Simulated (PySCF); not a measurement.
# Zr: ionisation energy

Zr [Kr] 4d2 5s2 (3F) → Zr⁺ [Kr] 4d2 5s1 (4F), as a difference of total energies. All numbers are calculated (PySCF 2.14, scalar relativity through the core potential, in def2-TZVPPD with the def2 core potential (28 electrons) (6s4p3d2f1g, 56 functions)). Correlated levels: valence: 4s2 4p6 frozen; valence and next inner shell: nothing frozen outside the core potential. The calculations carry no spin-orbit coupling.

```tsv
method	ionisation energy (eV)	error (eV)
UHF	5.195	-1.444
LDA	6.749	+0.110
PBE	6.452	-0.187
PBE0	6.310	-0.329
r2SCAN	6.155	-0.484
LC-wPBE	6.079	-0.560
wB97M-V	6.531	-0.108
revPBE	6.361	-0.278
M06-2X	6.983	+0.344
MP2 (valence)	6.100	-0.539
SCS-MP2 (valence)	6.287	-0.352
MP2 (valence and next inner shell)	6.383	-0.256
SCS-MP2 (valence and next inner shell)	6.475	-0.164
```

Reference: 6.639 eV (measured; NIST levels, between the centres of gravity of the two terms).

Errors of the correlated levels include the incompleteness of this basis and the frozen core.

MP2 underrates the near-degeneracy of ns² with np² in the lower species.
